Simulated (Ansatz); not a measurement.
Species: H4BOSi, SMILES `O[B][SiH3]` (H–O–B–Si torsion 180°) (charge 0, multiplicity 2), formula H4BOSi.

How many basis functions does Ansatz (an electronic-structure program) with frozen-core CCSD(T)/cc-pVTZ // PBE0-D4/def2-TZVP use, how many core orbitals are frozen, and how many electrons are correlated?

150 basis functions and 7 frozen orbitals, which leaves 17 correlated electrons. Core time is of the order of minutes.
